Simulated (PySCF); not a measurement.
C3H9NOSi.
Bonds: C1–N2 (double), N2–Si3, Si3–O4, O4–C5, C5–C6. Hydrogens: H7, H8 on C1; H9, H10 on Si3; H11, H12 on C5; H13, H14, H15 on C6.

Computed with PySCF 2.14.0, density-fitted response routines, TDDFT PBE0/def2-SVPD, vertical, gas phase, core orbitals frozen in the response. One conformer (not necessarily the lowest) at the PBE0-D3(BJ)/def2-SVP geometry, without solvent, vibrations or thermal averaging. Torsions of this conformer, `[CH2:1]=[N:2][SiH2:3][O:4][CH2:5][CH3:6]`: C1–N2–Si3–O4 124°, N2–Si3–O4–C5 58°, Si3–O4–C5–C6 -171°.

| state | E (eV) | E (hartree) | f | main configurations (H = HOMO, L = LUMO) |
| --- | --- | --- | --- | --- |
| S1 | 4.03 | 0.1481 | 0.0003 | H→L (98%) |
| S2 | 5.96 | 0.2189 | 0.0011 | H-1→L (98%) |
| S3 | 6.56 | 0.2410 | 0.0059 | H→L+1 (90%), H-2→L (8%) |
| S4 | 6.69 | 0.2457 | 0.073 | H-2→L (88%), H→L+1 (9%) |
| S5 | 6.92 | 0.2545 | 0.012 | H→L+2 (75%), H→L+3 (20%) |
| S6 | 7.38 | 0.2713 | 0.0048 | H-3→L (68%), H→L+4 (12%) |
| S7 | 7.44 | 0.2734 | 0.090 | H→L+4 (34%), H→L+3 (22%), H-3→L (19%) |
| S8 | 7.60 | 0.2793 | 0.028 | H→L+3 (38%), H→L+5 (28%), H→L+4 (19%) |
| S9 | 7.67 | 0.2819 | 0.011 | H-1→L+1 (53%), H-1→L+2 (33%) |
| S10 | 7.75 | 0.2849 | 0.024 | H→L+5 (58%), H→L+4 (30%) |

Triplets (Tamm–Dancoff): T1 3.39 eV, H→L (96%); T2 4.95 eV, H-4→L (34%), H-3→L (27%), H-2→L (26%); T3 5.83 eV, H-1→L (95%); T4 6.29 eV, H→L+1 (91%).

The lowest singlet lies at 4.03 eV (308 nm, ultraviolet) and is dark (f under 0.0005); its leading configuration is HOMO→LUMO (98%). The strongest level in the table is S7 at 7.44 eV (167 nm, f = 0.090). Löwdin shares by element: HOMO nitrogen 55%, carbon 16% or more, silicon 9%, hydrogen 7% or more; LUMO carbon 42% or more, nitrogen 34%, hydrogen 6% or more, silicon 6%. Of the 10 states listed, 6 reach f = 0.01 and 1 stays under 0.0005. Weighted by f, the mean energy of these states is 7.22 eV. The oscillator strengths of these states sum to 0.249; summed over the whole spectrum of an exact calculation they would give the number of electrons, 56 (Thomas–Reiche–Kuhn). The vertical ionisation energy (ΔSCF) is 9.19 eV, 1.43 eV above S10. The window holds the lowest 10 singlets.

On one thread, Arm Neoverse V2 (aarch64), on a shared host, this took 1.9 min and 0.91 GiB of memory at its peak.
